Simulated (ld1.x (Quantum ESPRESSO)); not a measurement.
# Which change was made? (In, TM semilocal)

indium (In), norm-conserving Troullier–Martins (semilocal form), made with ld1.x (Quantum ESPRESSO) 7.5 (LDA (PZ), scalar-relativistic). Core [Kr] 4d10, reference 5s2 5p0 (charge +1). Waves: 5p (bound, empty): rc 1.90 bohr; 5s (bound): rc 1.80 bohr. Local part: the s channel. Core correction: a·sin(br)/r model core, default radius (core density twice the valence density).

Cutoffs, loose and tight: the cutoffs (Ry, on a coarse ladder) from which the occupation-weighted sum of valence levels, in a spherical-Bessel basis at the reference potential, stays within 10 and 1 mRy of its value at 400 Ry. They do not see the model core or the augmentation charge, which bear on the density cutoff. Test errors are all-electron minus pseudo excitation energies from the reference, over the configurations 5s2 5p1; 5s1 5p0; 5s2 5p0.5; 5s0 5p3; 5s2 5p1.3; 5s1 5p1; 5s1 5p2 (two spin-polarised tests are not counted in the largest error); variants that change the core or the reference have their own tests.

The base gives: outcome: generated; cutoff, loose: 21 Ry; cutoff, tight: 50 Ry; bound ghosts: none; largest test error (meV): -110.

Q: After one change the result is: outcome: generated; cutoff, loose: 35 Ry; cutoff, tight: 140 Ry; bound ghosts: none; largest test error (meV): -107. Which change was it?
A. all radii but the core radius scaled by about 0.86 (s 1.56, p 1.64 bohr)
B. reference 5s2 5p1
C. wave 5s (bound): rc 1.80 bohr becomes 5s (bound): rc 1.70 bohr

A: A. The others give: reference 5s2 5p1 → outcome: generated; cutoff, loose: 25 Ry; cutoff, tight: 50 Ry; bound ghosts: none; largest test error (meV): -208 | wave 5s (bound): rc 1.80 bohr becomes 5s (bound): rc 1.70 bohr → outcome: generated; cutoff, loose: 25 Ry; cutoff, tight: 70 Ry; bound ghosts: none; largest test error (meV): -111.
